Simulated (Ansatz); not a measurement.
`C[SiH](F)S` + CH₃NH₂ → `CN[SiH](C)S` + H–F  (ligand exchange at the Si–F bond)

Program: Ansatz. Geometries: PBE0-D4/def2-TZVP. ΔE: electronic, gas phase. CCSD(T)/CBS is the MP2 limit (def2-TZVPP, def2-QZVPP) plus CCSD(T) − MP2 in def2-TZVPP, frozen cores. This one scheme is used for every species. Functionals use def2-TZVPP. B3LYP here is the variant with VWN-RPA as its local correlation; programs differ in this. Each species was taken in one conformer, which may not be the lowest.

CCSD(T)/CBS gives +84.5 kJ/mol.

Problem. Another level gave +81.4 kJ/mol. Which?
A. B3LYP/def2-TZVPP
B. MP2/def2-TZVPP
C. CCSD(T)/def2-TZVPP
D. LC-ωPBE/def2-TZVPP

Solution. B. MP2/def2-TZVPP 81.4, LC-ωPBE 91.8, CCSD(T)/def2-TZVPP 85.6, B3LYP 101.6 kJ/mol.

Largest T1 diagnostic among the species: 0.011.

The D4 term adds −12.9 kJ/mol with B3LYP and −7.4 kJ/mol with PBE0; it sums over pairs of atoms, weighted by their polarisabilities, and B3LYP, whose exchange is more repulsive, gets the larger term. From BLYP to BHLYP (50 % exact exchange), in def2-TZVPP and without D4, ΔE moves by −3.2 kJ/mol.
